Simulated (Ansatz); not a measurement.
A nudged elastic band was laid between two geometries of CH5BO2 (9 atoms, charge 0, multiplicity 1).

The calculation used RKS r2SCANh/def2-SVP in Ansatz.

```yaml
movable_images: 7
climbing_image: yes
spring: 5.0 eV/Å²
optimiser: quadratic models (default)
start_path: through a guess of the saddle point
force_threshold: 0.03 eV/Å
iteration_limit: 60
end_points: relaxed
```

First end point:

```xyz
9
Properties=species:S:1:pos:R:3
B -0.959 0.283 0.428
O 0.252 0.436 -0.164
C 1.095 -0.652 -0.454
O -1.719 1.375 0.675
H -1.280 2.182 0.381
H -1.385 -0.802 0.745
H 2.068 -0.505 0.038
H 1.264 -0.711 -1.539
H 0.665 -1.606 -0.110
```

Last end point:

```xyz
9
Properties=species:S:1:pos:R:3
B -1.546 0.233 0.537
O 0.235 0.457 0.388
C 1.045 -0.425 -0.386
O -2.109 1.305 0.329
H 0.250 1.366 0.050
H -1.622 -0.938 0.789
H 2.106 -0.176 -0.253
H 0.778 -0.387 -1.451
H 0.863 -1.435 -0.004
```

What changes between the two ends?

Bonds broken: O4–H5. Bonds formed: O2–H5.

What energy profile does the band end with?

The run converged. The highest image is number 6 of 0 to 8, 2.24 eV above the first end and 0.35 eV above the last; the last end lies 1.89 eV above the first. A vibrational analysis at the climbing image gives one clearly imaginary mode, 1250i cm⁻¹: a first-order saddle point. The orbitals stay closed-shell, which can raise the energy where a bond breaks towards radicals; this wasn't checked here.

| image | path coordinate (Å) | energy (eV) | O4–H5 (Å) | O2–H5 (Å) |
| --- | --- | --- | --- | --- |
| 0 | 0.00 | 0.00 | 0.96 | 2.39 |
| 1 | 0.45 | 0.01 | 0.96 | 2.37 |
| 2 | 0.89 | 0.09 | 0.97 | 2.30 |
| 3 | 1.34 | 0.25 | 0.97 | 2.21 |
| 4 | 1.79 | 0.50 | 0.97 | 2.03 |
| 5 | 2.24 | 1.22 | 1.04 | 1.58 |
| 6 | 2.68 | 2.24 | 1.43 | 1.13 |
| 7 | 3.13 | 1.95 | 2.00 | 0.98 |
| 8 | 3.58 | 1.89 | 2.38 | 0.97 |

What is the geometry of the highest image?


```xyz
9
Properties=species:S:1:pos:R:3:forces:R:3
B -1.340 0.220 0.501 -0.01 0.00 -0.01
O 0.211 0.320 0.488 0.00 0.01 0.01
C 1.046 -0.454 -0.370 0.01 -0.01 -0.01
O -1.656 1.420 0.195 0.00 0.00 0.00
H -0.228 1.312 0.169 0.01 -0.01 0.00
H -1.829 -0.845 0.757 0.00 0.00 0.01
H 2.074 -0.083 -0.289 0.00 0.00 0.00
H 0.709 -0.391 -1.415 0.00 0.00 0.00
H 1.012 -1.498 -0.036 0.00 0.00 0.00
```

What are the harmonic wavenumbers there?

1250i, 136, 144, 273, 702, 722, 829, 1005, 1087, 1139, 1192, 1272, 1464, 1482, 1491, 1618, 2197, 2702, 3062, 3172, 3200 cm⁻¹.

The run took 100 s on 2 threads of Intel(R) Xeon(R) 6975P-C (Granite Rapids), with other jobs on the host, peak memory 0.2 GiB.
